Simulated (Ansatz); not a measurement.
The C5–H7 bond of C2H5Al (SMILES C=[CH][AlH2]) is stretched (multiplicity 1, the rest rigid).
Geometry at rest (charge 0, multiplicity 1):
```xyz
8

Al    -0.1364     0.1629     1.1626
H     -0.8151     1.5910     1.2176
H      0.1783    -0.6444     2.4857
C      0.2915    -0.5524    -0.5896
C      0.0180     0.1449    -1.6988
H      0.7594    -1.5259    -0.7301
H      0.2417    -0.2199    -2.6984
H     -0.4483     1.1257    -1.6579
```

Cores are frozen in the correlated methods.

Programs: Ansatz (Gaussian basis) for Hartree–Fock, density functionals and correlated methods. Values without a source in brackets are computed.

Energies above the point at 1.087 Å (the B3LYP-D3(BJ) bond length), FIC-MRCISD+Q on CASSCF(2,2)/cc-pV(T+d)Z (kcal/mol): 5.71 at 0.979 Å; 3.79 at 1.196 Å; 112.40 at 3.480 Å.

Task: Take the last value as the depth D of a Morse curve D(1 − e^(−a(R − R₀)))², fit a and R₀ to the two near points, and test it at 1.468 and 1.903 Å.

Result: 
With D = 112.4, both near points (counted from the curve's value at 1.087 Å) are met by a = 1.87 Å⁻¹ and R₀ = 1.087 Å, so k = 2Da² = 784 kcal/(mol Å²). The curve then gives 29.1 and 68.7 kcal/mol; the level itself gives 29.2 and 71.1, so Morse is off by -0.1 and -2.4.

Ansatz is a program for electronic structure.
